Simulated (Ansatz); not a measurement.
Bond stretch in NBe (cation, charge +1), lowest singlet found (which spin is the ground state isn't settled by this scan). Each curve is given relative to its own lowest point between 1.31 and 1.89 Å, where full CI is lowest.

```tsv
R / Å	A	B	C	D
1.31	30.5	29.7	27.7	30.5
1.38	15.1	14.3	12.9	15.0
1.45	6.0	5.4	4.5	5.9
1.51	1.8	1.4	1.0	1.7
1.58	0.0	0.0	0.0	0.0
1.63	0.3	0.5	0.8	0.3
1.69	1.9	2.3	3.1	1.8
1.75	4.5	5.1	6.3	4.2
1.82	8.4	9.1	10.9	7.9
1.89	13.0	13.5	16.1	12.0
1.98	19.3	19.5	23.2	17.6
2.09	27.4	26.6	32.0	24.3
2.27	40.1	37.1	45.7	34.1
2.44	50.9	45.5	57.2	41.5
2.66	62.5	—	69.9	—
2.93	73.5	—	82.2	—
3.29	83.6	—	94.1	—
```

Energies in kcal/mol.

Q: Match the curves with the methods CCSD on RHF/aug-cc-pVDZ, frozen core run with Ansatz (an electronic-structure program); CCSD(T) on RHF/aug-cc-pVDZ, frozen core (Ansatz); Ansatz with restricted PBE/aug-cc-pVDZ; restricted PBE0/aug-cc-pVDZ (Ansatz).

A: A is RKS-PBE; B is RCCSD; C is RKS-PBE0; D is RCCSD(T).

A dash means that the run gave no value there, or that the column was ended at a point which the program doubted or which failed a test of continuity chosen for this set; such a test can also cut sound points.

The scan ran from 1.21 to 5.70 Å; beyond the distances shown full CI changes its symmetry label. The T1 diagnostic of CCSD on the restricted reference of RCCSD, RCCSD(T) exceeds 0.045 at 2.66 to 3.29 Å. The restricted form behind RKS-PBE0, RKS-PBE keeps the bonding electrons paired and can't separate into open-shell fragments.
